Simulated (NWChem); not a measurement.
Species: CaH₂SO; SMILES [OH][Ca][SH]

```xyz
5

Ca     0.4611    -0.4578     0.3387
O      0.2951    -2.3997    -0.0259
H      0.1492    -3.3196    -0.2481
S     -0.1672     2.0759     0.1921
H     -1.2316     1.8859    -0.6208
```
Atoms are numbered in this order, from 1.

Level: PBE0/def2-SVP (NWChem), optimised geometry, unscaled harmonic frequencies. 

**Question.** List the harmonic frequencies with IR intensities, and the thermochemistry.

**Answer.** 
```csv
frequency (cm⁻¹),IR intensity (km/mol)
42,40.6
57,35.0
313,30.0
343,14.2
484,163.0
491,166.0
665,197.3
2702,8.1
3996,84.7
```

```json
{
 "zero_point_energy": "13.0 kcal/mol",
 "thermal correction to the enthalpy at 298.15 K (with zero-point energy)": "17.3 kcal/mol",
 "heat capacity Cv": "16.6 cal/(mol K)",
 "entropy at 298.15 K and 1 atm (symmetry number 1)": "77.9 cal/(mol K)",
 "dipole_moment": "3.95 D"
}
```

Rigid rotor and harmonic oscillator; modes under 100 cm⁻¹ make the entropy uncertain.
